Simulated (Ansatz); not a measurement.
Br2Si (SMILES Br[Si]Br), singlet, geometry from GFN2-xTB. Base run: Ansatz (a program for electronic structure) with CAM-B3LYP/6-31G.

Geometry (Å):
```xyz
3

Si    -0.0231    -0.0044     1.2071
Br     0.9530    -1.4516    -0.2286
Br    -0.9437     1.4534    -0.2542
```
All else is at Ansatz's defaults.
Base energy -5437.30936 Eh.

The base run was repeated with changes; each row names its change, and settings that it needs were set with it.

```csv
change,ΔE vs base (mEh)
base,0.000
accuracy = high,-0.001
"final_grid = 10, 20, 41",0.000
fitting.mean_field = def2-universal-JKFIT,0.000
"point_charge = charge:-1.0 position_ang:4.347, -1.7258, 1.3069",-4.465
nuclear_model = gaussian,…
fitting.mean_field = cc-pVTZ-JKFIT,…
"final_grid = 6, 12, 29",0.000
"final_grid = 14, 28, 59",0.000
"point_charge = charge:0.5 position_ang:3.6729, -2.1347, -1.9878",-5.695
"final_grid = 4, 8, 17",0.023
```

Q: Some entries are withheld; supply them.

A: 
- nuclear_model = gaussian, ΔE vs base (mEh): 25.300
- fitting.mean_field = cc-pVTZ-JKFIT, ΔE vs base (mEh): -0.137
